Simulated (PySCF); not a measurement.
Structure problem from calculated spectra and properties.

Formula: GaH3O.

| Quantity | Value |
| --- | --- |
| Polarisability | 34.6 au [CAM-B3LYP/def2-SVPD] |
| Dipole | 1.59 D [CAM-B3LYP/def2-SVPD] |
| UV, first state | lowest singlet excitation: 5.83 eV (213 nm, f = 0.001) [TDDFT CAM-B3LYP/def2-SVPD] |
| 1H NMR | chemical shifts (computed TMS as zero) by class: 5.65 (2 H), 4.00 (1 H) ppm [GIAO B3LYP/pcSseg-1 (pcSseg-2 on Ga)] |
| Couplings | largest of the computed one-bond spin–spin couplings (means over like bonds): 17O–1H -62.5 Hz [PBE/pcJ-1 (pcSseg-1 on Ga)] |
| Triplet | lowest triplet excitation (Tamm–Dancoff): 5.37 eV [TDA CAM-B3LYP/def2-SVPD] |
| UV, strongest line | among the 15 lowest singlet transitions: S11 at 9.40 eV (132 nm, f = 0.332) [TDDFT CAM-B3LYP/def2-SVPD] |
| NMR, other nuclei | isotropic shieldings of nuclei other than C and H, by class: 191 (1 O), 1288 (1 Ga) ppm [GIAO B3LYP/pcSseg-1 (pcSseg-2 on Ga)] |
| Rotational structure | rotational constants A, B, C: 107.443, 10.752, 9.774 GHz [PBE0-D3(BJ)/def2-SVP] |
| XPS | O1s 537.8 eV [ΔSCF SCAN, pcX-2 on the ionised atom, pcseg-1 elsewhere, spin-free X2C] |

Electronic properties: PySCF, gas phase, density fitting. Levels stand in brackets. Geometry: PBE0-D3(BJ)/def2-SVP, one conformer, isolated molecule. Relativistic effects, spin–orbit coupling among them, are left out (core-ionisation runs apart) although an element past zinc is present. NMR classes are plain means over equivalent atoms (diastereotopic ones count apart unless rotation or inversion swaps them), as if these changed places fast.

**Question.** What is the compound? Reason from the data.

**Answer.** Hydrogen classes from least to most shielded: 2 H on a gallium bonded to O and 2 H (5.65 ppm), 1 H on an oxygen bonded to Ga and H (4.00 ppm). The other shieldings belong to: 191 ppm, oxygen bonded to Ga and H; 1288 ppm, gallium bonded to O and 2 H. The couplings run between: -62.5 Hz, oxygen bonded to Ga and H and its hydrogen. The core levels belong to: O1s 537.8 eV, oxygen bonded to Ga and H. No core level of Ga was computed. The optimised geometry has point group Cs and is an asymmetric top. Structure: GaH2(OH) (`[OH][GaH2]`). NMR values of atoms bound to Ga lack the spin–orbit term that these neighbours bring.
